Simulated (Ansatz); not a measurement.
FH₃O₂Si, SMILES `O[SiH](O)F`, relaxed with RKS PBE0-D4/def2-TZVP in the Gaussian-basis code of Ansatz from a PBE-D4/def2-SVP geometry. The force threshold is 0.005 eV/Å; the program also tests the step.

Total charge 0; spin multiplicity 1.

Start:

```xyz
7

O    -0.584   -0.611    1.109
Si    0.382   -0.019   -0.112
O    -0.489   -0.018   -1.518
F     0.838    1.491    0.327
H    -0.353   -0.319    2.008
H     1.619   -0.798   -0.377
H    -1.414    0.273   -1.435
```

By how much does the energy fall, and how many steps does the optimiser take? (Estimate.)

The calculation gave: 8.17 kJ/mol, in 7 steps.

Which bonds change most? (Best estimate.)

Computed: Si2–F4 from 1.638 to 1.595 Å; O1–Si2 from 1.665 to 1.630 Å; Si2–O3 from 1.654 to 1.619 Å; Si2–H6 from 1.486 to 1.469 Å.

Give the relaxed structure. (Best estimate.)

The calculation gave: 
```xyz
7

O    -0.568   -0.577    1.092
Si    0.373   -0.003   -0.109
O    -0.484    0.001   -1.482
F     0.839    1.467    0.300
H    -0.343   -0.355    1.996
H     1.590   -0.787   -0.351
H    -1.408    0.254   -1.447
```
